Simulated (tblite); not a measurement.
A tight-binding relaxation on `CC[P@](=O)(CO)C(C)C`.

Computed with GFN2-xTB geometry optimisation, gas phase (tblite 0.8.0). Start geometry: from a force field or distance geometry. The input is one job of a driver script: a line of settings, then coordinates in Å.

Command:
```bash
OMP_NUM_THREADS=1 python probes_run.py task.json out
```

Input:
```
{"job": {"kind": "relax", "xc": "GFN2-xTB", "basis": "xTB"}, "charge": 0, "multiplicity": 1}
C     -1.996100    -1.630100     0.079600
C     -1.639900    -0.478600     0.975100
P     -0.282900     0.531400     0.352100
O      0.122300     1.477000     1.466800
C     -0.947100     1.434000    -1.071600
O     -1.771400     2.476500    -0.681800
C      1.162900    -0.410800    -0.152300
C      1.912900    -0.847300     1.112500
C      2.186400     0.439000    -0.895100
H     -1.185100    -1.963800    -0.561700
H     -2.845800    -1.330000    -0.585700
H     -2.326300    -2.487300     0.712100
H     -2.548400     0.156100     1.091000
H     -1.426400    -0.895300     1.991200
H     -0.089800     1.755000    -1.687300
H     -1.562400     0.698400    -1.642000
H     -1.322700     3.345200    -0.813400
H      0.895200    -1.307400    -0.768400
H      2.980100    -0.913700     0.888800
H      1.533900    -1.834000     1.414300
H      1.748800    -0.040200     1.841500
H      3.084700    -0.210600    -0.977100
H      2.498500     1.282600    -0.208100
H      1.806800     0.773600    -1.873000
```

Output:
```
step      E/eV     max force
  0    -847.96884    4.840
  1    -848.26437    3.688
  2    -848.39021    0.687
  3    -848.45254    0.751
  4    -848.52430    0.554
  5    -848.56094    0.527
  6    -848.59470    0.417
  7    -848.61426    0.428
  8    -848.63594    0.312
  9    -848.65666    0.369
... (130 lines left out)
140    -848.99279    0.014
141    -848.99283    0.012
142    -848.99287    0.013
143    -848.99290    0.012
144    -848.99293    0.013
145    -848.99297    0.010
146    -848.99299    0.011
147    -848.99302    0.014
148    -848.99304    0.011
149    -848.99306    0.009
```

«max force» is the largest atomic force in eV/Å.

**Question.** From which step on does the largest force stay under 0.1 eV/Å, and how much energy is left to gain from there?

**Answer.** From step 67 (0.069 eV/Å), 11.9 meV above the end.

Main results: energy lowered by 23.6 kcal/mol over 149 steps; largest atomic force 0.009 eV/Å at the end.

**Question.** Give the final coordinates.

**Answer.** 0.412 Å rms from the input after alignment:
```
atom  x, y, z in Å
C1    -1.8850   -1.6356    0.1999
C2    -1.5330   -0.3912    0.9965
P3    -0.2232    0.6887    0.2862
O4     0.1372    1.7827    1.2027
C5    -0.9885    1.4051   -1.2532
O6    -2.0176    2.2490   -0.8194
C7     1.2162   -0.3716   -0.2175
C8     1.7524   -1.0325    1.0452
C9     2.2619    0.5357   -0.8499
H10   -1.0362   -2.3112    0.1264
H11   -2.2036   -1.3717   -0.8052
H12   -2.7013   -2.1681    0.6845
H13   -2.4033    0.2660    1.0933
H14   -1.2018   -0.6390    2.0085
H15   -0.2270    1.9623   -1.8183
H16   -1.4322    0.6503   -1.9022
H17   -1.6512    2.8081   -0.1180
H18    0.8880   -1.1264   -0.9364
H19    2.6727   -1.5757    0.8357
H20    1.0300   -1.7304    1.4646
H21    1.9630   -0.2663    1.7897
H22    3.1863   -0.0109   -1.0287
H23    2.4731    1.3659   -0.1779
H24    1.9113    0.9367   -1.7988
```

**Question.** Estimate the wall time. Hardware: an Intel Xeon 6975P-C with one thread, shared host.

**Answer.** About 1.1 s.
Labels such as C1 count atoms from 1, the log's own numbers from 0.
